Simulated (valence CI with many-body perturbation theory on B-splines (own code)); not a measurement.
**S⁸⁺: electric-dipole lines**

Computed by configuration interaction combined with many-body perturbation theory (CI+MBPT): six valence electrons over a frozen Dirac-Fock core [He], radial functions for each j: 9 s, 9 p, 8 d, 6 f, 3 g, 1 h, with the one-electron correlation potential Σ1 (screened to all orders), the two-electron term Σ2, the three-electron term Σ3, Breit, model QED; selected single and double excitations, second order for the rest, scaled by the run's own slope (own B-spline code, finite nucleus).

No measured levels were compared; by estimate levels of excited configurations hold to 0.05 to 0.15 % of their energy, terms of the ground configuration to about 0.5 %. Among the levels kept, up to 1200 cm⁻¹ of a level comes from second order outside the variational space, and about a tenth of that is noise between levels of different J, which matters for small intervals.

Lines 1 to 50 of 195 in falling wavelength, among levels below 2021300 cm⁻¹, chosen from the strongest by gf and those to the six lowest levels. Wavelengths and rates use the calculated energies, so an error of 900 cm⁻¹ moves a line at 2572 Å by 2.3 % and its rate by three times that or more. Electric multipoles are in the length gauge, E1 and E2 with the static RPA response of the core. Weak lines are less certain than strong ones. Lines between different terms over intervals too small for the method are left out, as are lines whose strength nearly cancels. The highest levels of a list are the least certain.

Names give the largest LS component (configuration and term), which can be under half, so a name can repeat, a term be missing and a line seem to break the LS rules; names also repeat where a configuration has a term twice. Letters in brackets count levels of one name in rising energy.

```tsv
λ vac (Å)	Upper	Lower	A (s⁻¹)	S (a.u.)
2572	2s2 2p3 3p 1P_1 [a]	2s2 2p3 3s 1P°_1	3.93e+06	9.88e-02
2193	2s2 2p3 3p 3D_1 [a]	2s2 2p3 3s 1P°_1	3.39e+06	5.29e-02
2116	2s2 2p3 3p 3P_2 [a]	2s2 2p3 3s 3D°_3	6.07e+06	1.42e-01
2103	2s2 2p3 3p 3P_1 [a]	2s2 2p3 3s 3D°_2	4.43e+06	6.09e-02
2095	2s2 2p3 3p 3P_1 [a]	2s2 2p3 3s 3D°_1	2.33e+06	3.17e-02
2087	2s2 2p3 3p 3P_2 [a]	2s2 2p3 3s 3D°_2	1.89e+06	4.23e-02
2065	2s2 2p3 3p 3P_0 [a]	2s2 2p3 3s 3D°_1	7.06e+06	3.07e-02
1700	2s2 2p3 3p 3D_2 [a]	2s2 2p3 3s 3P°_1	5.17e+06	6.27e-02
1691	2s2 2p3 3p 3D_3 [a]	2s2 2p3 3s 3P°_2	5.74e+06	9.59e-02
1668	2s2 2p3 3p 3D_1 [a]	2s2 2p3 3s 3P°_1	2.31e+06	1.59e-02
1653	2s2 2p3 3p 3D_1 [a]	2s2 2p3 3s 3P°_0	2.96e+06	1.98e-02
1181	2s2 2p3 3p 1P_1 [a]	2s2 2p3 3s 1D°_2	2.61e+08	6.37e-01
1181	2s2 2p3 3p 5P_2	2s2 2p3 3s 3S°_1	2.57e+06	1.04e-02
1094	2s2 2p3 3p 3D_1 [a]	2s2 2p3 3s 1D°_2	1.75e+08	3.39e-01
1035	2s2 2p3 3p 3P_1 [b]	2s2 2p3 3s 3P°_2	1.55e+08	2.54e-01
1027	2s2 2p3 3p 3D_2 [b]	2s2 2p3 3s 1P°_1	6.81e+07	1.82e-01
1024	2s2 2p3 3p 3D_1 [b]	2s2 2p3 3s 1P°_1	2.34e+07	3.72e-02
1020	2s2 2p3 3p 3P_1 [b]	2s2 2p3 3s 3P°_1	4.48e+07	7.03e-02
1016	2s2 2p3 3p 1P_1 [a]	2s2 2p3 3s 3D°_2	8.43e+07	1.31e-01
1014	2s2 2p3 3p 1P_1 [a]	2s2 2p3 3s 3D°_1	1.68e+08	2.60e-01
1014	2s2 2p3 3p 3P_1 [b]	2s2 2p3 3s 3P°_0	1.27e+07	1.97e-02
1004	2s2 2p3 3p 3F_3	2s2 2p3 3s 1D°_2	1.67e+07	5.84e-02
975.6	2s2 2p3 3p 1D_2	2s2 2p3 3s 1P°_1	2.10e+08	4.82e-01
967.7	2s2 2p3 3p 3D_2 [a]	2s2 2p3 3s 3D°_3	1.46e+08	3.26e-01
961.5	2s2 2p3 3p 3D_2 [a]	2s2 2p3 3s 3D°_2	6.63e+08	1.46e+00
960.0	2s2 2p3 3p 3D_2 [a]	2s2 2p3 3s 3D°_1	2.43e+07	5.31e-02
957.6	2s2 2p3 3p 1F_3	2s2 2p3 3s 1D°_2	9.18e+08	2.79e+00
951.5	2s2 2p3 3p 3D_3 [a]	2s2 2p3 3s 3D°_3	8.60e+08	2.56e+00
951.1	2s2 2p3 3p 3D_1 [a]	2s2 2p3 3s 3D°_2	1.36e+08	1.74e-01
949.7	2s2 2p3 3p 3D_1 [a]	2s2 2p3 3s 3D°_1	4.23e+08	5.37e-01
945.6	2s2 2p3 3p 3D_3 [a]	2s2 2p3 3s 3D°_2	3.17e+06	9.25e-03
941.7	2s2 2p3 3p 3S_1	2s2 2p3 3s 3P°_2	2.95e+08	3.64e-01
934.6	2s2 2p3 3p 1P_1 [b]	2s2 2p3 3s 1P°_1	7.92e+08	9.58e-01
929.2	2s2 2p3 3p 3S_1	2s2 2p3 3s 3P°_1	2.49e+08	2.95e-01
924.4	2s2 2p3 3p 3S_1	2s2 2p3 3s 3P°_0	9.16e+07	1.07e-01
911.5	2s2 2p3 3p 3P_1 [a]	2s2 2p3 3s 3S°_1	9.58e+08	1.07e+00
908.5	2s2 2p3 3p 3P_2 [a]	2s2 2p3 3s 3S°_1	9.51e+08	1.76e+00
906.7	2s2 2p3 3p 3D_2 [b]	2s2 2p3 3s 3P°_2	1.84e+08	3.38e-01
905.8	2s2 2p3 3p 3P_0 [a]	2s2 2p3 3s 3S°_1	9.81e+08	3.60e-01
904.0	2s2 2p3 3p 3D_1 [b]	2s2 2p3 3s 3P°_2	1.84e+07	2.01e-02
896.8	2s2 2p3 3p 5P_1	2s2 2p3 3s 5S°_2	1.08e+09	1.15e+00
895.1	2s2 2p3 3p 3D_2 [b]	2s2 2p3 3s 3P°_1	5.64e+08	9.98e-01
892.5	2s2 2p3 3p 3D_1 [b]	2s2 2p3 3s 3P°_1	4.39e+08	4.62e-01
891.7	2s2 2p3 3p 5P_2	2s2 2p3 3s 5S°_2	1.09e+09	1.91e+00
890.6	2s2 2p3 3p 3F_2	2s2 2p3 3s 3D°_2	5.29e+07	9.22e-02
889.3	2s2 2p3 3p 3F_2	2s2 2p3 3s 3D°_1	1.11e+09	1.93e+00
888.6	2s2 2p3 3p 3D_3 [b]	2s2 2p3 3s 3P°_2	1.11e+09	2.70e+00
888.1	2s2 2p3 3p 3D_1 [b]	2s2 2p3 3s 3P°_0	6.04e+08	6.26e-01
886.9	2s2 2p3 3p 3F_3	2s2 2p3 3s 3D°_3	9.38e+06	2.26e-02
882.2	2s2 2p3 3p 5P_3	2s2 2p3 3s 5S°_2	1.14e+09	2.69e+00
```
